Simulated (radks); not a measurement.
Problem. Tc27+, 16 electrons, occupied as [Ne] 3s2 3p4. All-electron calculation, scalar-relativistic Kohn-Sham, r2SCAN, spin-polarised, spherical densities, finite nucleus; open shells are filled with parallel spins first (spin-orbit coupling, left out, can overturn this in heavy ions); meta-GGA in the generalised Kohn-Sham scheme; Fermi nuclear charge, rms radius 4.4112 fm. Program: a radial shooting solver on a logarithmic mesh with Libxc functionals. Some entries of the table are withheld. Estimate them.

orbital  occ.  eigenvalue (eV)  <r^2> (bohr^2)  <1/r> (bohr^-1)
1s up       1        -22213.90        0.001587            44.70
1s down     1        -22208.80        0.001587            44.71
2s up       1        -4254.700         0.02568            10.22
2s down     1        -4252.842         0.02565            10.22
2p up       3        -3949.680         0.02014              (1)
2p down     3        -3945.283         0.02013              (2)
3s up       1        -1568.623          0.1543            4.002
3s down     1        -1554.528          0.1552            3.985
3p up       3        -1468.098          0.1485            3.865
3p down     1        -1453.694          0.1493            3.855

Solution. 
(1) 2p up <1/r> (bohr^-1): 9.892
(2) 2p down <1/r> (bohr^-1): 9.887
